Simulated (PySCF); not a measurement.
Computed shifts of a molecule CH₇FN₂Si, HF/pcSseg-1 in PySCF, GIAO, gas phase, atoms alike by connectivity averaged where their shifts nearly agree, in ppm (number of nuclei): ¹³C: 28.4 (1). ¹⁵N: 28.2 (1), 13.9 (1). ²⁹Si: -35.5 (1). ¹⁹F: -119.0 (1). ¹H: 4.36 (1), 2.85 (3), 1.11 (1), 0.99 (1), 0.86 (1). References: ¹³C against TMS (σ = 192.6 ppm); ¹⁵N against NH3 (σ = 267.3 ppm); ²⁹Si against TMS (σ = 393.8 ppm); ¹⁹F against CFCl3 (σ = 238.5 ppm); ¹H against TMS (σ = 31.99 ppm), references at their B3LYP-D3(BJ)/def2-TZVP geometries, non-relativistic. The structure is a stationary point at r2SCAN-D4/def2-SVP. Other conformers were not sampled.

Question: Pick the molecule that these values belong to.
(A) CN[Si@H](N)F
(B) N[SiH](N)CF
(C) C[Si](N)(N)F
(D) NC[Si@H](N)F

Answer: A, CN[Si@H](N)F
